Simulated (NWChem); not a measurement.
Species: ZnHSeF; SMILES [F][Zn][SeH]

```xyz
4

Zn    -0.0109     0.8633     0.0000
F     -0.0110     2.6084     0.0000
Se    -0.0299    -1.4098     0.0000
H      1.4427    -1.4411     0.0000
```
Atoms are numbered in this order, from 1.

Results from NWChem. All runs use the structure optimised with PBE0/def2-SVP. Ions are spin-unrestricted doublets at the neutral geometry; other ion states weren't tried.

**Question.** Predict the results for PBE/def2-SVP. Quantities: vertical ionisation energy, ΔSCF (eV); −ε(HOMO) (eV).

**Answer.** 
```yaml
vertical ionisation energy, ΔSCF (eV): 9.46
"−ε(HOMO) (eV)": 5.95
```
